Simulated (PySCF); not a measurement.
Species: silole, C4H6Si.
SMILES with atom numbers: `[CH:1]1=[CH:2][SiH2:3][CH:4]=[CH:5]1` (hydrogens: H6 on C1; H7 on C2; H8, H9 on Si3; H10 on C4; H11 on C5)

Structure used (PBE0-D3(BJ)/def2-SVP), in Å, numbered top down from 1:
```xyz
11
C4H6Si angstrom
C     -1.020    0.796   -0.370
C      0.224    1.313   -0.275
Si     1.347   -0.093    0.251
C     -0.067   -1.322    0.296
C     -1.179   -0.643   -0.058
H     -1.896    1.385   -0.662
H      0.441    2.362   -0.486
H      2.009    0.121    1.576
H      2.409   -0.428   -0.748
H     -0.084   -2.385    0.545
H     -2.172   -1.102   -0.121
```

The closed-shell ground state was solved at several levels (PySCF, density fitting, gas phase, non-relativistic).

| level | basis functions | HOMO (eV) | LUMO (eV) | gap (eV) | dipole (D) |
| --- | --- | --- | --- | --- | --- |
| mPW1PW91/pcSseg-2 | 271 | -6.85 | -1.64 | 5.21 | 0.63 |
| B3LYP/6-31G* | 86 | -6.25 | -1.38 | 4.87 | 0.66 |
| B3LYP/cc-pVTZ | 238 | -6.56 | -1.72 | 4.84 | 0.65 |
| B3LYP/def2-SVPD | 152 | -6.62 | -1.78 | 4.84 | 0.62 |
| PBE0/pcSseg-1 | 122 | -6.85 | -1.60 | 5.25 | 0.52 |

(1) What might B3LYP/def2-TZVP (197 basis functions) give for the same quantities?

(2) Over all these levels, which gives the widest orbital gap and which the narrowest?

(3) How much does the basis alone move the frontier levels among the 4 B3LYP rows (the withheld one included)?

(4) How far do the dipole and the HOMO energy spread over the levels?

## Answers

(1) HOMO -6.58 eV, LUMO -1.77 eV, gap 4.81 eV, dipole 0.66 D.

(2) PBE0/pcSseg-1 (global hybrid, 25 % exact exchange) has the widest, 5.25 eV, and B3LYP/def2-TZVP (global hybrid, 20 % exact exchange) the narrowest, 4.81 eV. Functional and basis both differ between the two, so the spread mixes both effects.

(3) The HOMO by 0.37 eV and the LUMO by 0.40 eV. By rising basis size (HOMO, LUMO in eV): 6-31G* -6.25, -1.38; def2-SVPD -6.62, -1.78; def2-TZVP -6.58, -1.77; cc-pVTZ -6.56, -1.72.

(4) The dipole runs from 0.52 to 0.66 D (mean 0.62 D) and the HOMO from -6.85 to -6.25 eV.
